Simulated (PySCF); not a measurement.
**Electron correlation in O²⁺ (oxygen, charge +2)**

[He] 2s2 2p2, high-spin 3P determinant. Computed with PySCF 2.14 in def2-SVP, with no relativity, point nucleus. Frozen: 1s2; 4 electrons correlated.

MP2 pair energies summed by pair of shells (mhartree):

```json
{"pair": "2s-2p", "energy": "-31.59", "share (%)": "57.6"}
{"pair": "2s-2s", "energy": "-18.59", "share (%)": "33.9"}
{"pair": "2p-2p", "energy": "-4.68", "share (%)": "8.5"}
```

Total MP2 correlation energy: -54.86 mhartree.

Same-spin part -7.65 and opposite-spin part -47.20 mhartree; SCS-MP2 scales them by 1/3 and 6/5 to -59.19 mhartree.

```csv
level,correlation energy (mhartree)
CCSD,-77.61
(T),-0.63
CCSD(T),-78.24
```

Diagnostics: T1 = 0.0044, D1 = 0.0086, largest double amplitude 0.129.

Cost of the coupled-cluster step: 0.06 s of wall time on 1 thread of Neoverse-V2 (shared host), for 4 correlated electrons.
